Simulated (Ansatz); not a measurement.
## Two structures, one formula

The two ends of one reaction step of GaH3S, closed shell (PBE0-D4/def2-TZVP).

A:

```
5
angstrom
Ga -0.3225 -0.5158 0.2933
S -0.0940 1.3287 -0.8813
H 0.9614 -1.1678 0.8944
H -1.7846 -1.0374 0.4352
H 1.2399 1.3923 -0.7416
```

B:

```
atom    x (Å)    y (Å)    z (Å)
 Ga1  -1.1344  -0.4316   1.5297
  S2   0.3171   0.7698  -0.5876
  H3   0.9436  -0.3368  -1.0141
  H4  -1.5648  -1.3034   0.1450
  H5   1.4386   1.3021  -0.0730
```

Computed with Ansatz 0.2.0 (basis: def2-TZVPP); correlated methods freeze the cores. Filled d shells of the heavier atoms are correlated. The def2 sets are not built for correlating such inner shells, so the correlated values are less sure here. B3LYP uses VWN-RPA correlation.

(1) Which structure is lower at CCSD(T), and by how much? (Judge from chemistry; the value comes from the calculation.)

T1 diagnostic: at most 0.014. The restricted Hartree–Fock reference is unstable towards an unrestricted one at one or more of these structures.

Results:

(1) Computed: A, by 154.3 kJ/mol (electronic energy, against the other). By their contacts, A is GaH₃S ([SH][GaH2]) and B is a complex of GaH + H₂S.

All methods give the same order:

```
      method  E(B) − E(A) (kJ/mol)
       SPW92                 150.6
      PBE-D4                 134.8
     BLYP-D4                 116.9
   r2SCAN-D4                 157.9
      B97M-V                 153.4
     PBE0-D4                 146.8
    B3LYP-D4                 128.7
  r2SCAN0-D4                 160.2
    BHLYP-D4                 141.5
CAM-B3LYP-D4                 142.4
     wB97X-V                 155.5
     wB97M-V                 140.9
      B2PLYP                 144.7
    PBE-QIDH                 165.6
  RPA on PBE                 143.4
          HF                 150.2
         MP2                 168.9
        CCSD                 152.9
     CCSD(T)                 154.3
```

Labels in which every atom is bracketed show which atoms are joined, not bond orders.

For scale, one of the runs: CCSD(T)/def2-TZVPP, 132 basis functions, launched by `ansatz run in.yaml --threads 2 --pin off --events-out ev --progress --plain --max-ram 4352MiB`. Hardware: 2 CPU threads of an Arm Neoverse V2, shared host. Wall time 9.5 s; peak host memory 0.61 GiB.
